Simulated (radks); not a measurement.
Problem. Coherent X-ray form factor from a spherical all-electron density. All-electron calculation, scalar-relativistic Kohn-Sham, r2SCAN, spin-polarised, spherical densities, finite nucleus; meta-GGA in the generalised Kohn-Sham scheme; Fermi nuclear charge, rms radius of each element as measured or else 0.836 A^(1/3) + 0.57 fm. Program: a radial shooting solver on a logarithmic mesh with Libxc functionals.

| sin(theta)/lambda (1/angstrom) | f0 (electrons) |
|---|---|
| 0.05 | 34.827 |
| 0.1 | 34.318 |
| 0.15 | 33.507 |
| 0.2 | 32.442 |
| 0.25 | 31.184 |
| 0.3 | 29.798 |
| 0.4 | 26.885 |
| 0.5 | 24.096 |
| 0.6 | 21.634 |
| 0.8 | 17.741 |
| 1 | 14.734 |
| 1.25 | 11.630 |
| 1.5 | 9.210 |
| 2 | 6.431 |

The species is in the configuration that NIST lists as its ground one. Which atom or ion scatters so?

Solution. The palladium ion Pd11+, [Ar] 3d10 4s2 4p5. Extrapolating in s^2 from the first two rows gives f0(0) = 35.0, near the electron count 35; among species with that count, the fall with angle is slower the higher Z, and the table is that of Z = 46; from so few rows the species is fixed only to a neighbour or two.
